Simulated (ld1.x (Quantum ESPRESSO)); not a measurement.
# Plane-wave convergence, TM potential for Si

```json
{"Element": "Si (Z = 14)", "Generator": "ld1.x (Quantum ESPRESSO) 7.5", "Type": "norm-conserving Troullier–Martins (Kleinman–Bylander form)", "Functional": "BLYP", "Relativity": "scalar-relativistic", "Frozen core": "[Ne]", "Valence charge": "4", "Reference configuration": "3s1.75 3p2.25", "Partial waves": "3p (bound): rc 1.45 bohr; 3s (bound): rc 1.90 bohr", "Local potential": "the s channel", "Core correction": "none"}
```

The pseudo-atom Hamiltonian at the reference potential is diagonalised in spherical Bessel functions j_l(qr) that vanish at 20 bohr, with q² up to the cutoff. All-electron valence levels (Ry): 3p -0.2997, 3s -0.7999.

Task: How do the lowest levels (Ry) of each channel move with the cutoff, and are there ghosts?

Result:

```tsv
cutoff (Ry)	p #1	s #1	s #2	d #1	f #1	f #2	Σ f·Δε (mRy)
8	-0.2849	-0.7711	-0.0302	0.0493	0.1022	0.2318	83.5
10	-0.2849	-0.7865	-0.0314	0.0493	0.1022	0.2318	56.6
15	-0.2852	-0.7964	-0.0322	0.0493	0.1022	0.2318	38.5
21	-0.2855	-0.7970	-0.0323	0.0493	0.1022	0.2318	37.0
25	-0.2868	-0.7976	-0.0323	0.0493	0.1022	0.2318	32.8
30	-0.2897	-0.7988	-0.0324	0.0493	0.1022	0.2318	24.3
40	-0.2956	-0.7997	-0.0324	0.0493	0.1022	0.2318	9.4
50	-0.2988	-0.7998	-0.0324	0.0493	0.1022	0.2318	2.0
55	-0.2992	-0.7998	-0.0325	0.0493	0.1022	0.2318	1.1
60	-0.2994	-0.7998	-0.0325	0.0493	0.1022	0.2318	0.7
80	-0.2995	-0.7999	-0.0325	0.0493	0.1022	0.2318	0.4
400	-0.2997	-0.7999	-0.0325	0.0493	0.1022	0.2318	0.0
```

Result: no extra level below or beside the all-electron valence levels (p, s, d, f tested); 10 mRy is reached at 40 Ry and 1 mRy at 60 Ry.
